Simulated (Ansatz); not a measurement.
Geometry optimisation, RKS PBE-D4/def2-SVP (Ansatz).

input.yaml

```yaml
crystal:
  periodic: [false, false, false]
  atoms:
    - { symbol: Sn, position_ang: [0.564899, -1.67686, 0.288335] }
    - { symbol: S, position_ang: [1.477982, 1.874932, 1.013671] }
    - { symbol: O, position_ang: [-0.981343, -1.539362, -1.097654] }
    - { symbol: C, position_ang: [-0.885956, -0.241955, -0.660764] }
    - { symbol: H, position_ang: [0.628487, 1.461838, 0.029281] }
    - { symbol: H, position_ang: [-0.592811, -2.027604, 1.642556] }
    - { symbol: H, position_ang: [-0.80224, -0.05409, 0.482451] }
    - { symbol: H, position_ang: [2.555356, 1.480914, 0.278156] }
    - { symbol: H, position_ang: [-0.115488, 0.40184, -1.174217] }
    - { symbol: H, position_ang: [-1.848988, 0.320248, -0.801916] }
basis:
  gaussian: { orbitals: def2-SVP }
hamiltonian:
  xc: pbe
  dispersion: d4
relax:
  f_tol: 0.03
  max_steps: 50
```

Command:

```bash
$ ansatz run input.yaml --threads 2 --pin off --max-ram 3072MiB --backend cpu --events-out ev --progress --plain --runs-dir out
```

Problem. Where does it end, and by what steps?

Solution. The run converged. The force dipped under the threshold on the way, but the program's further checks kept it going. After 21 steps the energy has fallen by 1.562 eV; H7 moved furthest, 1.08 Å. Parted: Sn1–C4. Joined: Sn1–S2.

| step | energy less start (eV) | largest force component (eV/Å) | accepted |
| --- | --- | --- | --- |
| 0 | 0.0000 | 2.218 | yes |
| 1 | -0.4982 | 0.703 | yes |
| 2 | -0.6632 | 0.438 | yes |
| 3 | -0.8295 | 1.040 | yes |
| 4 | -1.0450 | 1.193 | yes |
| 5 | -1.2751 | 1.009 | yes |
| 6 | -1.4098 | 0.714 | yes |
| 7 | -1.4899 | 0.376 | yes |
| 8 | -1.5208 | 0.352 | yes |
| 9 | -1.5423 | 0.170 | yes |
| 10 | -1.5514 | 0.129 | yes |
| 11 | -1.5467 | 0.330 | no |
| 12 | -1.5556 | 0.031 | yes |
| 13 | -1.5582 | 0.111 | yes |
| 14 | -1.5596 | 0.130 | yes |
| 15 | -1.5597 | 0.142 | yes |
| 16 | -1.5612 | 0.093 | yes |
| 17 | -1.5617 | 0.054 | yes |
| 18 | -1.5616 | 0.044 | no |
| 19 | -1.5621 | 0.015 | yes |
| 20 | -1.5621 | 0.069 | yes |
| 21 | -1.5625 | 0.019 | yes |

```xyz
10
Properties=species:S:1:pos:R:3
Sn 0.910 -1.786 0.660
S 1.941 0.987 1.038
O -0.170 -1.027 -0.913
C -1.201 -0.098 -0.779
H 0.760 1.435 0.521
H -0.259 -1.158 1.918
H -1.817 -0.230 0.146
H 2.552 1.060 -0.178
H -0.827 0.966 -0.757
H -1.891 -0.151 -1.655
```

Whether the end is a true minimum wasn't checked by a vibrational analysis.

Run time: 36 s on 2 threads of Intel(R) Xeon(R) Platinum 8375C CPU @ 2.90GHz (Ice Lake), with other jobs on the host, peak memory 0.17 GiB.
